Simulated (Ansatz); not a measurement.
Species: CH₃Be, charge 0, multiplicity 2. It need not be the lowest isomer of its formula. 
Coordinates optimised at B3LYP-D3(BJ)/def2-TZVP (Ansatz, a first-principles code):
```
C
H 1 1.0954
H 1 1.0954 2 107.40
H 1 1.0954 2 107.40 3 115.26
Be 1 1.6857 2 111.47 3 -122.37
```
Charge 0, spin multiplicity 2.

Basis-set convergence of Hartree-Fock and CCSD correlation energies (hartree) with Ansatz. Correlated levels leave the core frozen unless marked. Open shells are spin-unrestricted. Spin-orbit coupling is left out. No relativistic terms.

| basis | functions | E(HF) | E(corr, CCSD) |
|---|---|---|---|
| def2-SVP | 38 | -54.15577 | -0.18650 |
| def2-TZVPP | 92 | -54.21903 | -0.22596 |
| def2-QZVPP | 183 | -54.22339 | -0.23778 |

Extrapolating the two largest sets (X = 3 and 4) as X^-3: E(corr) = (64·(-0.23778) - 27·(-0.22596))/37 = -0.2464 Eh, an estimate of the basis-set limit. The largest set recovers 96.5 % of it, the smallest 75.7 %.
